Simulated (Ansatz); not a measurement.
These are Ansatz (a program for electronic structure) with frozen-core CCSD(T)/cc-pVTZ // r2SCAN-D4/def2-TZVP values and carry that method's errors.

Ansatz 0.2 input:
```yaml
crystal:
  periodic: [false, false, false]
  atoms:
    - { symbol: C, position_ang: [-0.988174, -0.352834, -0.246931] }
    - { symbol: N, position_ang: [0.404775, -0.488592, -0.619582] }
    - { symbol: C, position_ang: [1.378069, 0.015056, -0.10198] }
    - { symbol: N, position_ang: [2.43833, 0.338024, 0.425949] }
    - { symbol: H, position_ang: [-1.412223, -1.347231, -0.0966] }
    - { symbol: H, position_ang: [-1.536239, 0.11984, -1.064528] }
    - { symbol: H, position_ang: [-1.126988, 0.235316, 0.663991] }
    - { symbol: H, position_ang: [2.861277, 1.213527, 0.14242] }
basis:
  gaussian: { orbitals: cc-pVTZ }
correlation:
  method: ccsd_t
```

Output:

```
Functional definition: HF
1017 factors; integrals over basis functions are off by at most 1.1e-3 eV
mean field evaluation 1: about -5085.9715 eV, gradient 3.3e1 eV
mean field evaluation 2: about -5085.9760 eV, gradient 3.3e1 eV
mean field evaluation 4: about -5088.3577 eV, gradient 3.9e0 eV
mean field evaluation 8: about -5088.4149 eV, gradient 2.2e-1 eV
mean field evaluation 16: about -5088.4022 eV, gradient 1.0e0 eV
mean field -5088.41547690 eV, -186.9958197242 hartree, gradient 3.7e-6 eV, S^2 0.000000; 0 other end points of the search recorded, 0 dependent functions left out
4 core orbitals not correlated
reference -5088.41547690 eV, -186.9958197242 hartree; 11, 11 occupied and 161, 161 virtual orbitals, 1017 factors
second order -19.72806454 eV of doubles, -0.00000000 eV of singles
cycle   1  -19.45035174 eV  change    2.8e-1 eV  update   1.2e-1
cycle   2  -20.00312301 eV  change   -5.5e-1 eV  update   3.9e-2
cycle   3  -20.14906273 eV  change   -1.5e-1 eV  update   1.8e-2
cycle   4  -20.13379809 eV  change    1.5e-2 eV  update   4.3e-3
cycle   5  -20.13407721 eV  change   -2.8e-4 eV  update   1.9e-3
cycle   6  -20.13420214 eV  change   -1.2e-4 eV  update   5.4e-4
cycle   7  -20.13387782 eV  change    3.2e-4 eV  update   2.8e-4
cycle   8  -20.13387085 eV  change    7.0e-6 eV  update   1.1e-4
cycle   9  -20.13389703 eV  change   -2.6e-5 eV  update   3.8e-5
cycle  10  -20.13387958 eV  change    1.7e-5 eV  update   1.5e-5
perturbative correction -0.98713222 eV, -0.0362764401 hartree
Total energy: -5109.53648870 eV, -187.7720025915 hartree
```

Cost: very roughly 50 core-seconds.
